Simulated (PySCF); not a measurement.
A small calculation by hand: chemical shift, span and skew from a shielding tensor

CH7F2NSi2, SMILES C[Si](F)(F)[SiH2]N. Atoms are numbered in the order given.

```xyz
13

C      1.9142    -0.8875     0.5878
Si     0.6492     0.3513     0.0379
F      1.3475     1.4172    -0.9759
F      0.1749     1.2130     1.3433
Si    -1.3007    -0.5483    -0.8479
N     -2.0667    -1.2182     0.5649
H      1.4393    -1.6289     1.2502
H      2.7357    -0.3997     1.1362
H      2.3388    -1.4209    -0.2775
H     -2.0718     0.4856    -1.6112
H     -1.0014    -1.6610    -1.7975
H     -2.8812    -1.8172     0.4721
H     -2.1588    -0.6184     1.3799
```

Coordinates come from a ωB97X-D3(BJ)/def2-SVP optimisation. This is a generated structure with no PubChem entry under its InChIKey; it may be hypothetical. The values are those of a single conformer.

GIAO shieldings from PySCF with HF/pcSseg-1, non-relativistic, no solvent. The symmetric part of the tensor of N6 has the principal values 243.3, 270.1, 313.7 ppm. The same nucleus in NH3 has σ = 267.3 ppm at this level (PySCF, at its B3LYP-D3(BJ)/def2-TZVP geometry).

Question: Work out the isotropic shielding, the ¹⁵N shift against NH3, the span and the skew.

Answer: 
σ(iso) = (σ11 + σ22 + σ33)/3 = 275.7 ppm. δ = σ(ref) − σ(iso) = 267.3 − (275.7) = -8.4 ppm.
Span Ω = σ33 − σ11 = 70.4 ppm. Skew κ = 3(σ(iso) − σ22)/Ω = 0.24. Tumbling in solution averages the tensor to δ; in a static solid the shielding alone would spread this spin-1/2 line over Ω.
